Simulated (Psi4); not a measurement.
C$_{2}$H$_{8}$GaN, charge +1, doublet, at a GFN2-xTB geometry (such geometries of metal compounds can be far from the true shape) (a state made from the parent by changing its charge; the spin is typed, not shown lowest); Psi4 with PBE/6-31G.

Here is a job for Psi4.
```
memory 2 GB

molecule mol {
1 2
  Ga   -0.013540    0.004292   -0.010468
  C    -1.566712   -1.377174   -0.074432
  H    -1.130292   -2.334570   -0.364218
  H    -2.287403   -1.012857   -0.807908
  H    -1.990523   -1.424886    0.930150
  C     0.167879    1.820553   -1.007045
  H     1.025071    1.730899   -1.676568
  H     0.338973    2.585390   -0.247573
  H    -0.764054    1.980057   -1.551259
  N     1.410775   -0.447164    1.090710
  H     1.519892   -0.192178    2.068893
  H     2.225649   -0.995021    0.826889
}

set basis 6-31g
set reference uks
set dft_radial_scheme mura

energy('pbe')
print_variables()
```

Problem. What does Psi4 print? Leave out banner, timings and long lists.

Solution. 
```
   => Loading Basis Set <=

    Name: 6-31G
    Role: ORBITAL
    Keyword: BASIS

         ---------------------------------------------------------
                                   SCF
               by Justin Turney, Rob Parrish, Andy Simmonett
                          and Daniel G. A. Smith
                              UKS Reference
         ---------------------------------------------------------

  ==> Geometry <==

    Molecular point group: c1
    Full point group: C1

    Geometry (in Angstrom), charge = 1, multiplicity = 2:

       Center              X                  Y                   Z               Mass
    ------------   -----------------  -----------------  -----------------  -----------------
         GA          -0.021931385624     0.006951544024    -0.016955736754    68.925573500000
         C           -1.575103385624    -1.374514455976    -0.080919736754    12.000000000000
         H           -1.138683385624    -2.331910455976    -0.370705736754     1.007825032230
         H           -2.295794385624    -1.010197455976    -0.814395736754     1.007825032230
         H           -1.998914385624    -1.422226455976     0.923662263246     1.007825032230
         C            0.159487614376     1.823212544024    -1.013532736754    12.000000000000
         H            1.016679614376     1.733558544024    -1.683055736754     1.007825032230
         H            0.330581614376     2.588049544024    -0.254060736754     1.007825032230
         H           -0.772445385624     1.982716544024    -1.557746736754     1.007825032230
         N            1.402383614376    -0.444504455976     1.084222263246    14.003074004430
         H            1.511500614376    -0.189518455976     2.062405263246     1.007825032230
         H            2.217257614376    -0.992361455976     0.820401263246     1.007825032230

  Running in c1 symmetry.

  Rotational constants: A =      0.18087  B =      0.14255  C =      0.08336 [cm^-1]
  Rotational constants: A =   5422.46320  B =   4273.58936  C =   2499.19002 [MHz]
  Nuclear repulsion =  268.428880871693764

  Charge       = 1
  Multiplicity = 2
  Electrons    = 57
  Nalpha       = 29
  Nbeta        = 28

  ==> Algorithm <==

  SCF Algorithm Type is DF.
  DIIS enabled.
  MOM disabled.
  Fractional occupation disabled.
  Guess Type is SAD.
  Energy threshold   = 1.00e-06
  Density threshold  = 1.00e-06
  Integral threshold = 1.00e-12

  ==> Primary Basis <==

  Basis Set: 6-31G
    Blend: 6-31G
    Number of shells: 42
    Number of basis functions: 72
    Number of Cartesian functions: 72
    Spherical Harmonics?: false
    Max angular momentum: 2

  ==> DFT Potential <==

   => LibXC <=

    Version 7.1.2
    S. Lehtola, C. Steigemann, M. J. T. Oliveira, and M. A. L. Marques,  SoftwareX 7, 1–5 (2018) (10.1016/j.softx.2017.11.002)

   => Composite Functional: PBE <=

    PBE GGA Exchange-Correlation Functional

    J.P. Perdew et. al., Phys. Rev. Lett., 77(18), 3865-3868, 1996

    Deriv               =              1
    GGA                 =           TRUE
    Meta                =          FALSE

    Exchange Hybrid     =          FALSE
    MP2 Hybrid          =          FALSE

   => Exchange Functionals <=

    1.0000     XC_GGA_X_PBE

   => Correlation Functionals <=

    1.0000     XC_GGA_C_PBE

   => LibXC Density Thresholds  <==

    XC_GGA_C_PBE:  1.00E-12
    XC_GGA_X_PBE:  1.00E-15

   => Molecular Quadrature <=

    Radial Scheme          =           MURA
    Pruning Scheme         =           NONE
    Nuclear Scheme         =       TREUTLER

    Blocking Scheme        =         OCTREE
    BS radius alpha        =              1
    Pruning alpha          =              1
    Radial Points          =             75
    Spherical Points       =            302
    Total Points           =         262260
    Total Blocks           =           1979
    Max Points             =            256
    Max Functions          =             70
    Weights Tolerance      =       1.00E-15

   => Loading Basis Set <=

    Name: (6-31G AUX)
    Role: JKFIT
    Keyword: DF_BASIS_SCF

  ==> Integral Setup <==

  SCF_SUBTYPE=INCORE selected. In-core MEM_DF algorithm will be used.
  Using in-core AOs.

  ==> MemDFJK: Density-Fitted J/K Matrices <==

    J tasked:                   Yes
    K tasked:                    No
    wK tasked:                   No
    Algorithm:                 Core
    Schwarz Cutoff:           1E-12
    Mask sparsity (%):       1.1574
    Fitting Condition:        1E-10

   => Auxiliary Basis Set <=

  Basis Set: (6-31G AUX)
    Blend: CC-PVDZ-JKFIT
    Number of shells: 191
    Number of basis functions: 652
    Number of Cartesian functions: 652
    Spherical Harmonics?: false
    Max angular momentum: 3

  Minimum eigenvalue in the overlap matrix is 7.8431225833E-04.
  Reciprocal condition number of the overlap matrix is 1.5726684383E-04.
    Using symmetric orthogonalization.

  ==> Pre-Iterations <==

  SCF Guess: Superposition of Atomic Densities via on-the-fly atomic UHF (no occupation information).

   -------------------------
    Irrep   Nso     Nmo
   -------------------------
     A         72      72
   -------------------------
    Total      72      72
   -------------------------

  ==> Iterations <==

                           Total Energy        Delta E     RMS |[F,P]|

   @DF-UKS iter SAD: -2056.14335395244962   -2.05614e+03   0.00000e+00
   @DF-UKS iter   1: -2057.29954742686641   -1.15619e+00   4.50340e-02 DIIS/ADIIS
   @DF-UKS iter   2: -2004.58401310263093    5.27155e+01   1.04364e-01 ADIIS
   @DF-UKS iter   3: -2057.79638856910378   -5.32124e+01   4.42136e-02 DIIS/ADIIS
   @DF-UKS iter   4: -2059.48639944409751   -1.69001e+00   2.83928e-03 DIIS/ADIIS
   @DF-UKS iter   5: -2059.29485339535177    1.91546e-01   8.05902e-03 DIIS/ADIIS
   @DF-UKS iter   6: -2059.51131987769168   -2.16466e-01   1.09685e-03 DIIS/ADIIS
   @DF-UKS iter   7: -2059.51430603380641   -2.98616e-03   4.06537e-04 DIIS/ADIIS
   @DF-UKS iter   8: -2059.51467191821666   -3.65884e-04   1.12194e-04 DIIS/ADIIS
   @DF-UKS iter   9: -2059.51471498206956   -4.30639e-05   1.66860e-05 DIIS
   @DF-UKS iter  10: -2059.51471472009098    2.61979e-07   1.73117e-05 DIIS
   @DF-UKS iter  11: -2059.51471585974014   -1.13965e-06   4.15863e-06 DIIS
   @DF-UKS iter  12: -2059.51471592933149   -6.95914e-08   6.07476e-07 DIIS
  Energy and wave function converged.

  ==> Post-Iterations <==

   Electrons on quadrature grid:
      Nalpha   =   28.9999942531 ; deviation = -5.747e-06
      Nbeta    =   27.9999917287 ; deviation = -8.271e-06
      Ntotal   =   56.9999859818 ; deviation = -1.402e-05

   @Spin Contamination Metric:   3.342854821E-03
   @S^2 Expected:                7.500000000E-01
   @S^2 Observed:                7.533428548E-01
   @S   Expected:                5.000000000E-01
   @S   Observed:                5.000000000E-01

    Orbital Energies [Eh]
    ---------------------

    Alpha Occupied:

[...]
    Alpha Virtual:

[...]
      72A     67.026420

    Beta Occupied:

[...]
      28A     -0.441341

    Beta Virtual:

[...]
    Final Occupation by Irrep:
              A
    DOCC [    28 ]
    SOCC [     1 ]
    NA   [    29 ]
    NB   [    28 ]

  @DF-UKS Final Energy: -2059.51471592933149

   => Energetics <=

    Nuclear Repulsion Energy =            268.4288808716937638
    One-Electron Energy =               -3388.3923446342032548
    Two-Electron Energy =                1155.4765025101810352
    DFT Exchange-Correlation Energy =     -95.0277546770032160
    Empirical Dispersion Energy =           0.0000000000000000
    VV10 Nonlocal Energy =                  0.0000000000000000
    Total Energy =                      -2059.5147159293314871

  UHF NO Occupations:
  HONO-2 :   27  A 1.9995012
  HONO-1 :   28  A 1.9992209
  HONO-0 :   29  A 1.0000000
  LUNO+0 :   30  A 0.0007791
  LUNO+1 :   31  A 0.0004988
  LUNO+2 :   32  A 0.0001483
  LUNO+3 :   33  A 0.0000821

Computation Completed

Properties will be evaluated at   0.000000,   0.000000,   0.000000 [a0]

Properties computed using the SCF density matrix

 Multipole Moments:

 ------------------------------------------------------------------------------------
     Multipole            Electronic (a.u.)      Nuclear  (a.u.)        Total (a.u.)
 ------------------------------------------------------------------------------------

 L = 1.  Multiply by 2.5417464519 to convert [e a0] to [Debye]
 Dipole X            :          1.5203318           -0.9197304            0.6006014
 Dipole Y            :         -0.4818850            0.2915196           -0.1903653
 Dipole Z            :          1.1754106           -0.7110713            0.4643393
 Magnitude           :                                                    0.7826697

 ------------------------------------------------------------------------------------

  Variable Map:
  ----------------------------------------------------------------------------
[...]
  Array Variable Map:
  ----------------------------------------------------------------------------
[...]
[...]
```
